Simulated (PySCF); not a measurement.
## Copper: highly charged ions in a basis for the neutral atom

Cu²⁰⁺ [He] 2s2 2p5, Cu²¹⁺ [He] 2s2 2p4. Calculation: PySCF 2.14, in x2c-TZVPall; scalar relativity by spin-free X2C-1e. No spin-orbit coupling, so a gap to NIST mixes the basis error with missing relativistic terms.

Changed run: basis of the neutral atom used for a highly charged ion. This setting is unsound on purpose.

```json
{"species": "Cu²⁰⁺", "method": "UHF", "sound run (hartree)": "not run", "changed run (hartree)": "-1394.46865", "converged": "yes"}
{"species": "Cu²⁰⁺", "method": "PBE0", "sound run (hartree)": "not run", "changed run (hartree)": "-1394.59225", "converged": "yes"}
{"species": "Cu²⁰⁺", "method": "TPSS", "sound run (hartree)": "not run", "changed run (hartree)": "-1394.90409", "converged": "yes"}
{"species": "Cu²¹⁺", "method": "UHF", "sound run (hartree)": "not run", "changed run (hartree)": "-1328.04117", "converged": "yes"}
{"species": "Cu²¹⁺", "method": "PBE0", "sound run (hartree)": "not run", "changed run (hartree)": "-1328.12275", "converged": "yes"}
{"species": "Cu²¹⁺", "method": "TPSS", "sound run (hartree)": "not run", "changed run (hartree)": "-1328.44740", "converged": "yes"}
```

Ionisation energy of Cu²⁰⁺:

| method | changed run (eV) | NIST (eV) |
| --- | --- | --- |
| UHF | 1807.6 | 1800 ± 3 |
| PBE0 | 1808.7 | 1800 ± 3 |
| TPSS | 1808.4 | 1800 ± 3 |

The contracted functions were made for the neutral atom and can be too rigid for a highly charged ion.
